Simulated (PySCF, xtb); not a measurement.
C₂H₆F₂OSi, SMILES OC[Si@H](F)CF.

GFN2-xTB in xtb at its own geometry gives an orbital gap of 5.49 eV and a dipole moment of 1.31 D.

Coordinates come from a TPSSh-D3(BJ)/def2-SVP optimisation. The structure was generated by enumeration; whether it is a known compound was not checked. Other conformers were not sampled.

**Question.** What does PBE/def2-TZVP run with PySCF give? (The exact figures need the calculation; the answer reports its results.)

**Answer.** gap 5.16 eV (levels -6.12 and -0.96 eV), dipole 1.28 D.
